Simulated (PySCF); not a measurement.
SrF₂, SMILES [F][Sr][F].

Coordinates come from a PBE-D3(BJ)/def2-TZVP optimisation. The isomer is the one that the SMILES or the coordinates give; other isomers of the formula were not compared. The def2 effective core potentials stand for the cores of Sr; spin–orbit coupling is left out.

Level of theory: PBE-D3(BJ)/def2-TZVP (PySCF).

Frequencies are harmonic and unscaled.

Computed normal modes with their intensities:
```tsv
mode	ν (cm⁻¹)	IR (km/mol)	moving atoms (share of kinetic energy)
1	92	35.9	F 80 %, Sr 20 %
2	469	199.4	F 74 %, Sr 26 %
3	469	41.6	F 90 %, Sr 10 %
```
